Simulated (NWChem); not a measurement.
All runs are NWChem calculations. System: F$_{5}$Te, charge 1, spin multiplicity 1, at the geometry of a parent with another charge or spin, in a state set for the comparison that need not be this species' ground state. Level: RHF/def2-SVP with def2 effective core potentials on Te.

Part of the output:

```
             Northwest Computational Chemistry Package (NWChem) 7.3.0
             --------------------------------------------------------

                                NWChem Input Module
                                -------------------

 Scaling coordinates for geometry "geometry" by  1.889725989
 (inverse scale =  0.529177249)

 Turning off AUTOSYM since
 SYMMETRY directive was detected!

                             Geometry "geometry" -> ""
                             -------------------------

 Output coordinates in angstroms (scale by  1.889725989 to convert to a.u.)

  No.       Tag          Charge          X              Y              Z
 ---- ---------------- ---------- -------------- -------------- --------------
    1 F                    9.0000     1.94223200     0.00000000    -0.19006700
    2 Te                  52.0000     0.00000000     0.00000000    -0.16576200
    3 F                    9.0000     0.00000000    -1.94222700    -0.19021300
    4 F                    9.0000     0.00000000     1.94222700    -0.19021300
    5 F                    9.0000     0.00000000     0.00000000     1.71829700
    6 F                    9.0000    -1.94223200     0.00000000    -0.19006700

 Effective nuclear repulsion energy (a.u.)     788.9064900243

            Nuclear Dipole moment (a.u.)
            ----------------------------
        X                 Y               Z
 ---------------- ---------------- ----------------
     0.0000000000     0.0000000000     0.0000170075

      Symmetry information
      --------------------

 Group name             C2v
 Group number             16
 Group order               4
 No. of unique centers     4

      Symmetry unique atoms

     1    2    3    5


 Summary of "ao basis" -> "" (spherical)
 ------------------------------------------------------------------------------
       Tag                 Description            Shells   Functions and Types
 ---------------- ------------------------------  ------  ---------------------
 *                          def2-svp                  on all atoms

 Summary of "ao basis" -> "ao basis" (spherical)
 ------------------------------------------------------------------------------
       Tag                 Description            Shells   Functions and Types
 ---------------- ------------------------------  ------  ---------------------
 F                          def2-svp                 6       14   3s2p1d
 Te                         def2-svp                10       26   4s4p2d
[...]
    74      0.466046  5 F  pz                77     -0.333898  5 F  pz
    27      0.228426  2 Te pz                 6      0.185920  1 F  pz
    46      0.185834  3 F  pz                60      0.185834  4 F  pz
    88      0.185920  6 F  pz

 Vector   34  Occ=2.000000D+00  E=-8.787417D-01  Symmetry=a1
              MO Center=  1.5D-14, -1.2D-14, -1.8D-01, r^2= 4.2D+00
   Bfn.  Coefficient  Atom+Function         Bfn.  Coefficient  Atom+Function
  ----- ------------  ---------------      ----- ------------  ---------------
     4      0.308335  1 F  px                45      0.308309  3 F  py
    59     -0.308309  4 F  py                86     -0.308335  6 F  px
    40      0.218589  2 Te d  2               7     -0.195831  1 F  px
    48     -0.195817  3 F  py                62      0.195817  4 F  py
    89      0.195831  6 F  px                35     -0.167044  2 Te d  2

 Vector   35  Occ=0.000000D+00  E=-4.375405D-01  Symmetry=a1
              MO Center= -8.2D-15,  8.7D-15, -5.9D-01, r^2= 2.8D+00
   Bfn.  Coefficient  Atom+Function         Bfn.  Coefficient  Atom+Function
  ----- ------------  ---------------      ----- ------------  ---------------
    17      0.562750  2 Te s                 18      0.348278  2 Te s
    27     -0.349459  2 Te pz                 4     -0.240794  1 F  px
    45      0.240813  3 F  py                59     -0.240813  4 F  py
    86      0.240794  6 F  px                16     -0.228859  2 Te s
    15     -0.211428  2 Te s                  7      0.201449  1 F  px

 Vector   36  Occ=0.000000D+00  E=-1.944141D-01  Symmetry=a1
              MO Center= -1.1D-14,  1.4D-14,  1.3D-01, r^2= 2.7D+00
   Bfn.  Coefficient  Atom+Function         Bfn.  Coefficient  Atom+Function
  ----- ------------  ---------------      ----- ------------  ---------------
    17      0.866272  2 Te s                 30      0.593147  2 Te pz
    27      0.485325  2 Te pz                74     -0.331003  5 F  pz
    77      0.319724  5 F  pz                71     -0.301285  5 F  s
    16     -0.258926  2 Te s                 15     -0.222809  2 Te s
    24     -0.173730  2 Te pz

 Vector   37  Occ=0.000000D+00  E=-1.100710D-01  Symmetry=b1
              MO Center= -1.2D-15,  1.6D-14, -2.7D-01, r^2= 3.0D+00
   Bfn.  Coefficient  Atom+Function         Bfn.  Coefficient  Atom+Function
  ----- ------------  ---------------      ----- ------------  ---------------
    28      0.820812  2 Te px                25      0.710555  2 Te px
     3     -0.391900  1 F  s                 85      0.391900  6 F  s
     7      0.315409  1 F  px                89      0.315409  6 F  px
     4     -0.260158  1 F  px                86     -0.260158  6 F  px
    22     -0.241087  2 Te px                19     -0.186086  2 Te px

 center of mass
 --------------
 x =   0.00000000 y =   0.00000000 z =  -0.02804880

 moments of inertia (a.u.)
 ------------------
         734.547243334079           0.000000000000           0.000000000000
           0.000000000000         734.549878726184           0.000000000000
           0.000000000000           0.000000000000        1023.707258350388

  Mulliken analysis of the total density
  --------------------------------------

    Atom       Charge   Shell Charges
 -----------   ------   -------------------------------------------------------
    1 F    9     9.29   1.99  1.15  0.83  3.23  2.07  0.01
    2 Te  24    21.46   1.77  0.26  1.16  0.02  2.93  3.10  1.41  0.18  9.92  0.73
    3 F    9     9.29   1.99  1.15  0.83  3.23  2.07  0.01
    4 F    9     9.29   1.99  1.15  0.83  3.23  2.07  0.01
    5 F    9     9.37   1.99  1.14  0.84  3.27  2.12  0.01
    6 F    9     9.29   1.99  1.15  0.83  3.23  2.07  0.01

       Multipole analysis of the density wrt the origin
       ------------------------------------------------

     L   x y z        total         open         nuclear
     -   - - -        -----         ----         -------
     0   0 0 0      1.000000      0.000000     69.000000

     1   1 0 0      0.000000      0.000000      0.000000
     1   0 1 0      0.000000      0.000000      0.000000
     1   0 0 1     -1.494276      0.000000      8.770870

     2   2 0 0    -36.543370      0.000000    242.478026
     2   1 1 0      0.000000      0.000000      0.000000
     2   1 0 1      0.000000      0.000000      0.000000
     2   0 2 0    -36.542935      0.000000    242.476777
     2   0 1 1     -0.000000      0.000000      0.000000
     2   0 0 2    -32.765357      0.000000    101.896272

 Task  times  cpu:        0.8s     wall:        0.8s

 Total times  cpu:        0.8s     wall:        0.8s
```

**Question.** Write an NWChem input that would produce this output.

**Answer.** One answer among several that fit: 
```
start mol
memory heap 200 mb stack 900 mb global 1100 mb
charge 1
geometry units angstroms nocenter noautoz
  F      1.942232     0.000000    -0.190067
  Te     0.000000     0.000000    -0.165762
  F      0.000000    -1.942227    -0.190213
  F      0.000000     1.942227    -0.190213
  F      0.000000     0.000000     1.718297
  F     -1.942232     0.000000    -0.190067
  symmetry group C2v
end
basis spherical
  * library def2-svp
end
ecp
  Te library def2-ecp
end
scf
  rhf
  nopen 0
  maxiter 100
  thresh 1e-7
  semidirect memsize 60000000 filesize 0
end
task scf energy
```
